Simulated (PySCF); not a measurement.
C₂H₅ClOSi.
Numbering: `[CH2:1]=[C:2]([Cl:3])[O:4][SiH3:5]` (hydrogens: H6, H7 on C1; H8, H9, H10 on Si5)

Theory: PBE0-D3(BJ)/def2-SVP geometry optimisation, gas phase in PySCF 2.14.0.

Q: Give the optimised bond lengths and angles.

A: 
| bond | length (Å) | order |
| --- | --- | --- |
| C1=C2 | 1.333 | double |
| C2–Cl3 | 1.755 | single |
| C2–O4 | 1.329 | single |
| O4–Si5 | 1.694 | single |
| C1–H6 | 1.088 | single |
| C1–H7 | 1.090 | single |
| Si5–H8, Si5–H9, Si5–H10 | 1.488 | single |

Bonds in one row agree within 0.01 Å and their mean is given. Orders are formal, as drawn. A selection of angles:
| angle | degrees |
| --- | --- |
| C2–C1–H6 | 120.9 |
| C2–C1–H7 | 118.8 |
| H6–C1–H7 | 120.3 |
| C1–C2–Cl3 | 120.9 |
| C1–C2–O4 | 124.5 |
| Cl3–C2–O4 | 114.6 |
| C2–O4–Si5 | 129.6 |
| O4–Si5–H8 | 103.2 |
| O4–Si5–H9 | 110.8 |
| H8–Si5–H9 | 110.5 |
| H8–Si5–H10 | 110.6 |

Torsions: C1–C2–O4–Si5 177° (antiperiplanar).

The 5 heavy atoms lie in one plane (0.014 Å rms). Si5 (oxygen-bound silicon) is distorted tetrahedral (angles from 103.2° to 110.8°). O4 (silyl ether oxygen) is bent (angle 129.6°).

Whether it is a minimum is left open (no frequencies). One conformer, not necessarily the lowest.
